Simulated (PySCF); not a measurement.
A series of derivatives of CC1[SiH2]SCC1F

Parent skeleton `[CH3:1][CH:2]1[SiH2:3][S:4][CH2:5][CH:6]1[F:7]`; one hydrogen on atom 6 is replaced by X. Hydrogens on one atom are averaged.

Level of theory: NMR shieldings at PBE0/pcSseg-1/GIAO, geometry from GFN2-xTB, in PySCF 2.14 (one conformer, non-relativistic Hamiltonian, in vacuum, fast rotation and ring inversion assumed for equivalent nuclei).

Shifts are taken against calculated references (same method and geometry level): ¹³C, ²⁹Si, ¹H against TMS; ³³S against CS2; CFCl3 for ¹⁹F.

Parent (X = H): C1 14.9, C2 30.1, Si3 -15.0, S4 -224.7, C5 39.9, C6 101.6, F7 -206.8, H(C1) 1.37, H(C2) 1.59 ppm. Effects are Δδ = δ(X) − δ(H), positive for deshielding.

Question: Give Δδ (ppm) for X = CHF2, vinyl, CH2SiH3, C(S)CH3, CH3, propynyl, C2H5.

Answer: 
| X | SMILES | C1 | C2 | Si3 | S4 | C5 | C6 | F7 | H(C1) | H(C2) |
| --- | --- | --- | --- | --- | --- | --- | --- | --- | --- | --- |
| CHF2 | C[C@@H]1[SiH2]SC[C@]1(F)C(F)F | -1.8 | +1.0 | +13.2 | +1.4 | +0.9 | +5.2 | +37.2 | -0.21 | +0.58 |
| vinyl | C=C[C@@]1(F)CS[SiH2][C@@H]1C | -4.7 | +6.8 | +6.2 | +16.1 | +8.5 | +4.0 | +4.5 | -0.18 | -0.29 |
| CH2SiH3 | C[C@@H]1[SiH2]SC[C@]1(F)C[SiH3] | -4.0 | +4.9 | +0.8 | +15.0 | +4.3 | +3.1 | +31.5 | -0.10 | +0.31 |
| C(S)CH3 | CC(=S)[C@@]1(F)CS[SiH2][C@H]1C | -5.2 | +8.7 | -0.1 | +38.1 | +5.7 | +16.2 | +35.8 | -0.22 | +0.27 |
| CH3 | C[C@@H]1[SiH2]SC[C@@]1(C)F | -3.4 | +2.8 | +1.4 | +13.6 | +6.4 | +2.6 | +30.4 | -0.11 | +0.23 |
| propynyl | CC#C[C@@]1(F)CS[SiH2][C@@H]1C | -3.8 | +10.0 | +4.8 | +14.2 | +10.0 | -4.6 | +28.6 | +0.05 | -0.15 |
| C2H5 | CC[C@@]1(F)CS[SiH2][C@H]1C | -4.2 | +3.7 | +1.4 | +8.8 | +0.2 | +3.8 | +15.1 | -0.14 | +0.27 |

Question: Which position responds most, and to which substituents?

Answer: S4: from +1.4 ppm with CHF2 to +38.1 ppm with C(S)CH3.

Unscaled 19F shifts against computed CFCl3 carry errors that often reach 10 to 50 ppm.
